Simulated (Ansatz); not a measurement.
Reaction (redistribution): `C[SiH2]P` + `[NH2][GaH2]` → `C[SiH2]N` + `[PH2][GaH2]`

Calculated with Ansatz (gas phase, PBE0-D4/def2-TZVP geometries, no zero-point term in ΔE). CCSD(T)/CBS is the MP2 limit (def2-TZVPP, def2-QZVPP) plus CCSD(T) − MP2 in def2-TZVPP, frozen cores. Functionals use def2-TZVPP. B3LYP here is the variant with VWN-RPA as its local correlation; programs differ in this. HSE06 is defined as in plane-wave codes. For Ga outer-core shells are correlated without core-valence functions, which leaves a few kJ/mol of doubt a bond. Scalar relativity is left out up to krypton. Each species was taken in one conformer, which may not be the lowest.

`C[SiH2]P`:

Cartesian coordinates in Å:
```
C -0.418 0.408 -1.409
Si -0.478 -0.355 0.298
P 1.097 0.606 1.601
H -1.202 -0.009 -2.045
H 0.545 0.214 -1.888
H -0.559 1.490 -1.355
H -0.311 -1.832 0.207
H -1.791 -0.081 0.944
H 0.948 -0.340 2.650
H 2.170 -0.104 0.997
```

`[NH2][GaH2]`:

```xyz
6

N     0.571    0.559   -0.520
Ga   -0.515   -0.504    0.469
H     0.706    1.541   -0.348
H     1.110    0.238   -1.305
H    -1.274    0.174    1.653
H    -0.598   -2.006    0.051
```

`C[SiH2]N`:

Z-matrix (Å, degrees):
```
C
Si 1 1.871
H 1 1.093 2 111.2
H 1 1.094 2 110.5 3 119.8
H 1 1.093 2 111.2 3 -120.4
N 2 1.720 1 116.4 3 60.2
H 2 1.489 1 108.4 3 -179.4
H 2 1.489 1 108.4 3 -60.3
H 6 1.007 2 120.7 1 73.7
H 6 1.007 2 120.7 1 -73.5
```

`[PH2][GaH2]`:

```xyz
6

P    -1.149   -0.151   -0.778
Ga    0.955    0.239    0.086
H    -1.842    0.565    0.232
H    -1.309   -1.423   -0.171
H     2.021   -0.912    0.053
H     1.324    1.682    0.578
```

| level | ΔE (kJ/mol) | difference from CCSD(T)/CBS |
| --- | --- | --- |
| r2SCANh-D4 | -20.5 | -2.7 |
| r2SCAN0-D4 | -22.6 | -4.8 |
| HSE06-D4 | -19.9 | -2.1 |
| BLYP | -20.2 | -2.4 |
| B3LYP | -23.5 | -5.7 |
| r2SCAN0 | -23.0 | -5.2 |
| HF/def2-SVP | -25.3 | -7.5 |
| CCSD(T)/def2-SVP | -6.8 | 11.0 |
| HF/CBS(def2) | -32.5 | -14.7 |
| MP2/CBS(def2) | -17.9 | -0.1 |
| CCSD(T)/CBS | -17.8 | 0 |

Largest T1 diagnostic among the species: 0.014.

From r2SCAN to r2SCAN0 (25 % exact exchange), in def2-TZVPP and without D4, ΔE moves by −3.6 kJ/mol. In def2-TZVPP, CCSD(T) changes the Hartree–Fock value by +14.1 kJ/mol (the triples alone add +2.3 kJ/mol) and MP2 by +14.0 kJ/mol.
